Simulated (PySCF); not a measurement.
A structure optimised at PBE-D3(BJ)/def2-SVP, used in a PySCF frequency run:

```xyz
10

F     -0.5445     2.2033    -0.5297
Si    -0.4763     0.9142     0.4809
N     -1.4705    -0.4057    -0.1220
C     -0.8396    -1.4658    -0.4788
O      0.4988    -1.6996    -0.4155
Si     1.4692    -0.3891     0.2473
H     -0.9179     1.3886     1.8284
H     -1.3653    -2.3492    -0.9012
H      2.1224    -0.9346     1.4835
H      2.5012    -0.0536    -0.7872
```

Task: Write its SMILES and formula.

Result: F[Si@H]1N=CO[SiH2]1, CH4FNOSi2

Task: What are its rotational constants (standard atomic weights)?

Result: 3.7078, 2.0707, 1.5088 GHz
